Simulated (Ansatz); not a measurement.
H4GeO4, charge -1, doublet, at a GFN2-xTB geometry (a state made from the parent by changing its charge; the spin is typed, not shown lowest) (a gas-phase anion, which may not be bound at this level). Base run: B3LYP/6-31G (Ansatz, a first-principles code).

Here is a job for Ansatz.
Ansatz 0.2 input:
```yaml
crystal:
  periodic: [false, false, false]
  atoms:
    - {symbol: O, position_ang: [0.48967851, 1.35799753, -0.98453359]}
    - {symbol: Ge, position_ang: [0.09061734, -0.24082060, -0.04391532]}
    - {symbol: O, position_ang: [-1.12653518, 0.33448439, 1.29316952]}
    - {symbol: O, position_ang: [-1.42526134, -0.85147881, -1.34349784]}
    - {symbol: O, position_ang: [1.78408963, -0.10212726, 1.16960110]}
    - {symbol: H, position_ang: [-0.20776662, 1.41946446, -1.63101439]}
    - {symbol: H, position_ang: [-0.56105738, 0.62372796, 2.00360483]}
    - {symbol: H, position_ang: [-2.17725180, -0.82672429, -0.75779832]}
    - {symbol: H, position_ang: [2.27054805, 0.57878436, 0.71258474]}
basis:
  gaussian:
    orbitals: 6-31G
hamiltonian:
  xc: b3lyp
total_charge: -1
magnetization: {spin_polarized: true, initial_magnetization: 1}
```

Each row names what was changed in the base input (with any setting that the change needs).

```csv
change,basis functions,E (Eh)
base,73,-2379.98542
basis = cc-pVTZ-DK; relativity = spin-free X2C; nucleus = Gaussian,219,-2402.58694
basis = x2c-SVPall; relativity = none,108,-2371.42628
basis = ANO-RCC-VDZP; relativity = none,103,-2367.35942
basis = cc-pVTZ-DK; relativity = none,219,-2367.60064
basis = ANO-RCC-VDZP; relativity = spin-free X2C,103,-2402.58812
basis = ANO-RCC-VDZP; relativity = spin-free X2C; nucleus = Gaussian,103,-2402.57472
basis = x2c-SVPall; relativity = spin-free X2C,108,-2401.82772
basis = x2c-SVPall; relativity = spin-free X2C; nucleus = Gaussian,108,-2401.81735
basis = cc-pVTZ-DK; relativity = spin-free X2C,219,-2402.60007
```

Totals shift with the method and basis; they matter in differences.

Ansatz warned in this series: the basis is contracted for relativity, which the run leaves out.

A gas-phase anion may not be bound at this level; its values then depend on the basis.

Basis sets contracted for a relativistic Hamiltonian are a mismatch without it, so the rows without relativity aren't non-relativistic limits. No row has spin-orbit coupling; sets with core potentials leave out the core electrons.
